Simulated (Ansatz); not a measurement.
Geometry optimisation, Ansatz, DFT PBE-D3(BJ), scalar-relativistic, plane waves, PAW.

input.yaml

```yaml
crystal:
  lattice:
    - [6.98, 0.0, 0.0]
    - [0.0, 6.98, 0.0]
    - [0.0, 0.0, 6.98]
  atoms:
    - { symbol: Li, position: [0.0, 0.0, 0.0] }
    - { symbol: Li, position: [0.5, 0.0, 0.0] }
    - { symbol: Li, position: [0.0, 0.5, 0.0] }
    - { symbol: Li, position: [0.0, 0.0, 0.5] }
    - { symbol: Li, position: [0.25, 0.25, 0.25] }
    - { symbol: Li, position: [0.5, 0.5, 0.0] }
    - { symbol: Li, position: [0.5, 0.0, 0.5] }
    - { symbol: Li, position: [0.75, 0.25, 0.25] }
    - { symbol: Li, position: [0.0, 0.5, 0.5] }
    - { symbol: Li, position: [0.25, 0.75, 0.25] }
    - { symbol: Li, position: [0.25, 0.25, 0.75] }
    - { symbol: Li, position: [0.5, 0.5, 0.5] }
    - { symbol: Li, position: [0.75, 0.75, 0.25] }
    - { symbol: Li, position: [0.75, 0.25, 0.75] }
    - { symbol: Li, position: [0.25, 0.75, 0.75] }
    - { symbol: Li, position: [0.75, 0.75, 0.75] }
    - { symbol: C, position: [0.0032706, 0.1182412, 0.2477035] }
basis:
  ecutwfc: 420.0
kpoints:
  mp_grid: { grid: [4, 4, 4] }
hamiltonian:
  xc: pbe
  dispersion: d3bj
scf:
  occupations: { method: fermi_dirac, width: 0.05 }
  lower_state_search: "off"
relax:
  f_tol: 0.03
  max_steps: 60
  adjacent_minimum: "off"
```

Launched with:

```bash
$ ansatz run input.yaml --threads 2 --pin off --max-ram 5120MiB --backend cpu --events-out ev --progress --plain --runs-dir out
```

Question: Where does it end, and by what steps?

Answer: It converged. The force dipped under the threshold on the way, but the program's further checks kept it going. Limits of this set-up: coarse k mesh. After 8 steps the energy has fallen by 1.022 eV; Li9 moved furthest, 0.80 Å. Joined: Li1–Li3, Li3–Li9, Li4–Li9, Li5–Li10, Li8–Li13, Li10–Li13.

```
step  energy less start (eV)  largest force component (eV/Å)  accepted
   0                  0.0000                           0.384       yes
   1                 -0.2759                           0.276       yes
   2                 -0.5263                           0.231       yes
   3                 -0.7784                           0.161       yes
   4                 -0.9703                           0.085       yes
   5                 -1.0206                           0.023       yes
   6                 -1.0206                           0.023       yes
   7                 -1.0202                           0.039        no
   8                 -1.0218                           0.004       yes
```

```xyz
17
Lattice="6.9800 0.0000 0.0000 0.0000 6.9800 0.0000 0.0000 0.0000 6.9800" Properties=species:S:1:pos:R:3
Li 0.001 0.234 -0.210
Li 3.492 -0.171 -0.212
Li 0.002 2.809 0.411
Li 0.001 0.234 3.698
Li 1.954 1.505 1.744
Li 3.491 3.773 0.259
Li 3.492 -0.171 3.701
Li 5.029 1.505 1.744
Li 0.002 2.810 3.077
Li 1.335 5.910 1.744
Li 1.958 1.910 5.234
Li 3.491 3.773 3.229
Li 5.648 5.910 1.744
Li 5.024 1.911 5.234
Li 1.486 4.947 5.234
Li 5.496 4.947 5.234
C 0.001 0.869 1.744
```

Whether the end is a true minimum wasn't checked by a vibrational analysis.

Run time: 4.5 min on 2 threads of Intel(R) Xeon(R) Processor @ 2.50GHz (Skylake/Cascade Lake), on a shared host, peak memory 0.76 GiB.
